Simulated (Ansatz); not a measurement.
Job for Ansatz (an electronic-structure program): R-PBE/def2-TZVPP on BF (SMILES [B]F), 2S+1 = 1, a spin state set in the input, which need not be the lowest.

Ansatz 0.2 input:
```yaml
crystal:
  periodic: [false, false, false]
  atoms:
    - {symbol: B, position_ang: [-0.00000000, -0.00000000, -0.81316192]}
    - {symbol: F, position_ang: [0.00000000, 0.00000000, 0.45175662]}
basis:
  gaussian:
    orbitals: def2-TZVPP
hamiltonian:
  xc: {name: PBE}
```

It printed:

```
Functional definition: PBE
[...]
integrals: 0.01 GiB planned
325 factors; their error is unknown
mean field: 0.09 GiB planned
mean field evaluation 1: about -3389.0228 eV, gradient 2.5e1 eV
mean field evaluation 2: about -3386.8886 eV, gradient 4.8e1 eV
mean field evaluation 4: about -3389.9060 eV, gradient 3.8e-1 eV
mean field evaluation 8: about -3389.9061 eV, gradient 4.2e-2 eV
mean field -3389.90612927 eV, -124.5767524897 hartree, gradient 1.9e-5 eV, S^2 0.000000; 0 other end points of the search recorded, 0 dependent functions left out
reference -3389.90615723 eV, -124.5767535174 hartree; 7, 7 occupied and 55, 55 virtual orbitals, 325 factors
Total energy: -3389.90615723 eV, -124.5767535174 hartree
```

The calculation finished and met its thresholds.

Cost: very roughly 0.3 core-seconds.
